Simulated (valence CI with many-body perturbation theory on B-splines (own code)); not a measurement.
## Gd25+ in brief

Method: valence CI with perturbative core correlation (CI+MBPT): three valence electrons over a frozen Dirac-Fock core [Kr], radial functions for each j: 7 s, 7 p, 8 d, 6 f, 4 g, 1 h, with the one-electron correlation potential Σ1 (screened to all orders), the two-electron term Σ2, the three-electron term Σ3, Breit, model QED; selected single and double excitations, second order for the rest, scaled by the run's own slope (own B-spline code, finite nucleus).

No measured spectrum was set against this ion. As an estimate, terms of the open shell hold to 2 to 4 % of their energy, and close levels can change places. Only levels of the ground parity were solved; by the run's estimate the other parity begins above the list, which can be wrong where configurations are misplaced.

Levels are named by their leading jj configuration (3d3/2^4 stands for four electrons in 3d with j = 3/2), which in mixed levels can hold well under half, so a name can repeat and another be missing.

Rates and lifetimes use the calculated energies. Strong lines usually hold to 10 to 20 %, long lifetimes can be off by a factor of two.

(1) What is the ground level?

(2) How well does LS coupling describe the low levels?

(3) What is the ionisation energy?

Answers

(1) (4d3/2^3) J=3/2, composition 63 % 4d3 4F + 28 % 4d3 2D + 6 % 4d3 2P, g = 0.602.

(2) Among the lowest 19 levels the leading LS term, summed over configurations, holds 65 % on average. For single configurations the figures are 65 % in LS and 86 % in jj coupling. Terms mix most in the J = 3/2 level at 134610 cm⁻¹, where the leading one holds 42 %.

(3) 852.57 eV; NIST lists 851 ± 4 eV (theoretical).
